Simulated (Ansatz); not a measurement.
`CC#CC(F)(F)F`, relaxed with RKS PBE-D4/def2-SVP in Ansatz 0.2.0 from a rough embedded geometry. The force threshold is 0.03 eV/Å; the program also tests the step.

Total charge 0; spin multiplicity 1.

Start:

```xyz
10

C    -0.056    0.254    2.124
C     0.006    0.063    0.619
C     0.058   -0.069   -0.596
C    -0.008   -0.190   -2.020
F    -0.990    0.418   -2.608
F     0.013   -1.532   -2.386
F     1.166    0.323   -2.536
H     0.540    1.080    2.380
H     0.333   -0.717    2.586
H    -1.062    0.371    2.438
```

```tsv
step	energy (eV)	largest force (eV/Å)	largest move (Å)
1	-12323.3924	3.369	0.000
2	-12323.6661	1.951	0.033
3 (rejected)	-12323.4983	4.288	0.094
4	-12323.7394	0.122	0.038
5	-12323.7414	0.014	0.027
```

End:

```xyz
10

C    -0.050    0.216    2.086
C    -0.013    0.069    0.641
C     0.019   -0.058   -0.574
C     0.048   -0.210   -2.029
F    -1.021    0.386   -2.610
F     0.031   -1.515   -2.393
F     1.162    0.345   -2.565
H     0.590    1.061    2.414
H     0.316   -0.703    2.588
H    -1.082    0.411    2.442
```

Run time 5.5 s (4 threads of a server CPU on a shared host); peak host memory 0.15 GiB.
